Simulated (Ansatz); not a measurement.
Species: N-germyl-N-methylethanamine, C3H11GeN (charge 0, singlet). SMILES: CC[N](C)[GeH3]
Geometry from a B3LYP-D3(BJ)/def2-TZVP (Ansatz, a first-principles code) optimisation:
```xyz
16

C      2.3849    -0.0002    -0.2707
C      1.3470    -1.1065    -0.1619
N     -0.0063    -0.6758    -0.4928
C     -0.9269    -1.8017    -0.5410
Ge    -0.6752     0.8542     0.3220
H      3.3848    -0.4120    -0.1257
H      2.2405     0.7748     0.4848
H      2.3439     0.4721    -1.2534
H      1.6123    -1.9097    -0.8598
H      1.3938    -1.5538     0.8466
H     -1.9236    -1.4694    -0.8327
H     -0.5853    -2.5247    -1.2894
H     -1.0140    -2.3395     0.4173
H      0.1054     2.0849    -0.1612
H     -2.1476     0.9439    -0.1083
H     -0.5882     0.7805     1.8696
```

Wanted: atomisation energy (electronic, to ground-state atoms), in kcal/mol. Correlated levels leave the core frozen unless marked. UHF or UKS for open shells. No spin-orbit coupling. Frozen are the shells of the preceding noble gas and the d and f shells that filled before the atom's block. Non-relativistic. The coupled-cluster limit lacks core correlation, which all-electron functionals hold. CBS marks a two-point X^-3 extrapolation of the correlation energy; Hartree-Fock from the larger set.

```tsv
level	program	atomisation energy (kcal/mol)
HF/aug-cc-pVDZ	Ansatz	971.8
PBE0/STO-3G	Ansatz	1679.2
PBE0-D4/def2-TZVPD	Ansatz + dftd4	1347.8
PBE0/def2-TZVP	Ansatz	1340.5
r2SCAN0/def2-TZVPD	Ansatz	1329.8
RPA@PBE/cc-pVTZ	Ansatz	1267.3
SCS-MP2/aug-cc-pVTZ	Ansatz	1330.9
```

Q: What does CCSD(T)/CBS(cc-pVTZ,cc-pVQZ) (Ansatz) give?

A: 1345.1 kcal/mol
